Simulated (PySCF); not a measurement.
## Radial density of Co⁺ (cobalt, charge +1)

M06-L, [Ar] 3d8, high-spin 3F determinant. Calculation: PySCF 2.14, in x2c-SVPall; scalar relativity by spin-free X2C-1e.

```json
{"r (bohr)": "0.000874", "4πr²ρ (e/bohr)": "0.1669", "4πr²(ρα − ρβ)": "0.0000"}
{"r (bohr)": "0.00147", "4πr²ρ (e/bohr)": "0.4546", "4πr²(ρα − ρβ)": "0.0000"}
{"r (bohr)": "0.00247", "4πr²ρ (e/bohr)": "1.175", "4πr²(ρα − ρβ)": "0.0000"}
{"r (bohr)": "0.00416", "4πr²ρ (e/bohr)": "2.819", "4πr²(ρα − ρβ)": "0.0000"}
{"r (bohr)": "0.00699", "4πr²ρ (e/bohr)": "6.483", "4πr²(ρα − ρβ)": "0.0001"}
{"r (bohr)": "0.0118", "4πr²ρ (e/bohr)": "13.52", "4πr²(ρα − ρβ)": "0.0001"}
{"r (bohr)": "0.0198", "4πr²ρ (e/bohr)": "23.94", "4πr²(ρα − ρβ)": "0.0002"}
{"r (bohr)": "0.0333", "4πr²ρ (e/bohr)": "32.15", "4πr²(ρα − ρβ)": "0.0004"}
{"r (bohr)": "0.0560", "4πr²ρ (e/bohr)": "29.65", "4πr²(ρα − ρβ)": "0.0013"}
{"r (bohr)": "0.0942", "4πr²ρ (e/bohr)": "25.85", "4πr²(ρα − ρβ)": "0.0103"}
{"r (bohr)": "0.158", "4πr²ρ (e/bohr)": "35.88", "4πr²(ρα − ρβ)": "0.0910"}
{"r (bohr)": "0.266", "4πr²ρ (e/bohr)": "26.60", "4πr²(ρα − ρβ)": "0.4772"}
{"r (bohr)": "0.448", "4πr²ρ (e/bohr)": "14.59", "4πr²(ρα − ρβ)": "1.4422"}
{"r (bohr)": "0.754", "4πr²ρ (e/bohr)": "18.12", "4πr²(ρα − ρβ)": "1.8883"}
{"r (bohr)": "1.27", "4πr²ρ (e/bohr)": "6.702", "4πr²(ρα − ρβ)": "0.9821"}
{"r (bohr)": "2.13", "4πr²ρ (e/bohr)": "1.129", "4πr²(ρα − ρβ)": "0.1823"}
{"r (bohr)": "3.59", "4πr²ρ (e/bohr)": "0.08767", "4πr²(ρα − ρβ)": "0.0033"}
{"r (bohr)": "6.03", "4πr²ρ (e/bohr)": "0.001899", "4πr²(ρα − ρβ)": "-0.0002"}
```

Densities and radii are taken from the X2C orbitals without a picture-change correction, which distorts them close to the nucleus.
